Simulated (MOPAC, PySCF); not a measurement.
C$_{4}$H$_{16}$Si$_{3}$, SMILES `CC[Si]([SiH3])([SiH3])CC` (C–C–Si–Si torsion -60°, Si–Si–C–C torsion 176°), neutral singlet in the gas phase. 

Z-matrix (Å, degrees):
```
Si
C 1 1.9121
H 2 1.1124 1 107.28
H 2 1.1127 3 105.88 1 114.17
C 2 1.5334 3 110.51 4 119.99
H 5 1.1097 2 111.83 3 -58.41
H 5 1.1098 6 107.30 2 122.83
H 5 1.1100 6 107.26 7 114.47
C 1 1.9121 2 110.71 3 56.09
H 9 1.1116 1 107.60 2 174.30
H 9 1.1127 10 105.78 1 114.46
C 9 1.5346 10 110.63 11 119.93
H 12 1.1096 9 111.83 10 -178.58
H 12 1.1099 13 107.14 9 -122.75
H 12 1.1101 13 106.99 14 -114.77
Si 1 2.3563 2 110.03 3 177.16
H 16 1.5074 1 111.61 2 62.10
H 16 1.5079 17 107.83 7 -160.68
H 16 1.5098 17 107.80 18 -116.17
Si 1 2.3590 2 109.63 3 -65.00
H 20 1.5074 1 111.46 2 -68.28
H 20 1.5081 21 107.80 8 166.05
H 20 1.5095 21 107.58 22 116.03
```
Charge 0, multiplicity 1.

All levels are single points at this geometry (PBE-D3(BJ)/def2-SVP); Pople sets use spherical d functions. Orbital energies aren't observables, and empty levels follow the basis.

```json
[
 {"level": "PBE-D3(BJ)/def2-TZVP in PySCF", "HOMO (eV)": "-6.41", "LUMO (eV)": "-0.99", "gap (eV)": "5.41", "dipole (D)": "1.52", "vertical IE, Delta-SCF (eV)": "8.83"},
 {"level": "B3LYP/6-31G* in PySCF", "HOMO (eV)": "-7.17", "LUMO (eV)": "0.09", "gap (eV)": "7.26", "dipole (D)": "1.57", "vertical IE, Delta-SCF (eV)": "9.04"},
 {"level": "B3LYP/LANL2DZ in PySCF", "HOMO (eV)": "-7.42", "LUMO (eV)": "0.37", "gap (eV)": "7.79", "dipole (D)": "1.44", "vertical IE, Delta-SCF (eV)": "–"},
 {"level": "M06-2X/6-31G* in PySCF", "HOMO (eV)": "-8.35", "LUMO (eV)": "0.89", "gap (eV)": "9.24", "dipole (D)": "1.45", "vertical IE, Delta-SCF (eV)": "–"},
 {"level": "HF/STO-3G in PySCF", "HOMO (eV)": "-7.66", "LUMO (eV)": "10.06", "gap (eV)": "17.73", "dipole (D)": "0.56", "vertical IE, Delta-SCF (eV)": "–"},
 {"level": "PM6 in MOPAC", "HOMO (eV)": "-8.07", "LUMO (eV)": "-0.29", "gap (eV)": "7.78", "dipole (D)": "1.00", "vertical IE, Delta-SCF (eV)": "–"}
]
```
